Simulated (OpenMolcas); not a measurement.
Ti2+ with 4 ligands (chloride) in tetrahedral coordination (Td). A charge of +0.5 e stands 2.8 Å behind each ligand. Ligand basis ANO-RCC-VDZP.

| Item | Value |
| --- | --- |
| Program | OpenMolcas 26.06 |
| Method | CASSCF |
| Basis | ANO-RCC-VDZP [5s4p2d1f] |
| Scalar Hamiltonian | DKH2, point nucleus |
| Active space | 2 electrons in 5 orbitals (3d) |
| State averaging | 2S+1 = 3 even, 10 roots; 2S+1 = 1 even, 15 roots |
| Spin-orbit coupling | RASSI with atomic mean-field integrals over the reference wave functions |

All ligands move together. At R = 2.46 Å the first state of the same spin is 3156 cm-1, and at R = 2.59 Å it is 2488 cm-1.

Q: A third run gives 2990 cm-1. What distance was it run at?

A: With a power law R^-n the two known points give n = -ln(2488 / 3156) / ln(2.59 / 2.46) = 4.62. Then R = 2.46 × (3156 / 2990)^(1/4.62) = 2.489 Å. The run was at 2.49 Å, so the estimate is off by -0.001 Å.

Without dynamic correlation the repulsion within the d shell is too large (B by tens of per cent), so at a given field states of lower spin stand too high. Ligand-to-metal charge-transfer states are missing. With no ligand orbital active B as a rule stays too high, so bands that hang on it stand too high and its fall with covalency is understated. With metal d orbitals alone and no dynamic correlation the field as a rule comes out too small, by tens of per cent, by up to half for chloride and softer ligands. No measured value stands beside these numbers; the geometry is a model, was not optimised and need not be the one that this ion takes.
